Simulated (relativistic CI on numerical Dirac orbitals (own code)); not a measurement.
V⁴⁺: M2,3 absorption edge

Computed with this model: Dirac-Coulomb-Breit CI, separate exchange-only KLI orbitals for each configuration, model QED, valence Slater integrals scaled by 0.8, multiplet model of core-to-valence dipole absorption; configurations [Ar] 3d → [Ne] 3s2 3p5 3d2; 10 K; Lorentzian 1.2 eV and Gaussian 0.3 eV FWHM. Energies are those of the free ion, without screening or charge transfer. The branching ratio is the share of the lower-energy edge in the whole absorption, uncertain by about 0.02 where the edges overlap. S is read from ⟨S²⟩ = S(S + 1).

Field parameters in Wybourne normalisation: D4h B²₀ = −7Ds, B⁴₀ = 21(Dq − Dt), B⁴₄ = 21√(5/14) Dq; Oh B⁴₀ = 21Dq, B⁴₄ = √(5/14) B⁴₀; Td as Oh with Dq negative (B⁴₀ = 21Dq, B⁴₄ = √(5/14) B⁴₀). The field is a parameter set, without covalency.

free ion: ground-state S = 0.50, centroid 53.17 eV. Peaks (eV, height): 50.2 (78), 55.5 (100).

Oh, 10Dq = 38350 cm⁻¹: ground-state S = 0.50, centroid 53.41 eV. Peaks (eV, height): 42.0 (6), 45.5 (7), 47.0 (6), 52.8 (100), 55.8 (79), 57.0 (38), 59.8 (16).

Oh, 10Dq = 22200 cm⁻¹: ground-state S = 0.50, centroid 53.32 eV. Peaks (eV, height): 51.5 (100), 55.5 (94), 57.8 (26).

D4h, 10Dq = 13850, Ds = 1370, Dt = 130 cm⁻¹: ground-state S = 0.50, centroid 53.29 eV. Peaks (eV, height): 51.0 (94), 55.5 (100).

Td, 10Dq = -14250 cm⁻¹: ground-state S = 0.50, centroid 53.33 eV. Peaks (eV, height): 51.5 (100), 56.0 (87).

D4h, 10Dq = 17100, Ds = -430, Dt = -400 cm⁻¹: ground-state S = 0.50, centroid 53.31 eV. Peaks (eV, height): 51.5 (100), 55.5 (95), 57.2 (30).

Strongest unbroadened transitions for Oh, 10Dq = 38350 cm⁻¹:

```csv
Energy (eV),Relative strength
39.55,2.7
41.86,2.3
41.98,1.9
42.73,2.6
44.89,1.9
45.61,4.3
51.54,24.0
51.65,18.4
52.37,35.1
52.66,6.5
52.74,68.1
53.01,17.7
53.43,21.8
55.66,100.0
57.20,15.7
57.24,19.4
59.73,3.2
59.90,14.9
```
